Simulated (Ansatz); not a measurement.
WO2Cl2, SMILES [Cl][W](=[O])([Cl])=[O], multiplicity 1.

Coordinates come from a PBE-D3(BJ)/def2-SVP optimisation. The spin state was assumed, not searched. The isomer is the one that the SMILES or the coordinates give; other isomers of the formula were not compared. The def2 effective core potentials stand for the cores of W; spin–orbit coupling is left out.

Two levels are set side by side: PBE/def2-SVPD (Ansatz, a program for electronic structure) and PBE0/def2-SVPD (Ansatz). Energy differences of separate SCF runs at the same geometry; the states with an electron removed or added have multiplicity 2 and 2. Differences are taken from unrounded values.

| quantity | PBE0 |
|---|---|
| vertical ionisation energy (eV) | 11.71 |
| vertical electron affinity (eV) | 1.77 |
| vertical singlet–triplet gap (eV) | 3.92 |

### Question
What does PBE give, and how far is it from PBE0? (Estimate from the structure and the level; the computed values follow.)

### Answer

| quantity | PBE | PBE minus PBE0 |
|---|---|---|
| vertical ionisation energy (eV) | 11.38 | -0.33 |
| vertical electron affinity (eV) | 1.37 | -0.39 |
| vertical singlet–triplet gap (eV) | 4.10 | 0.18 |
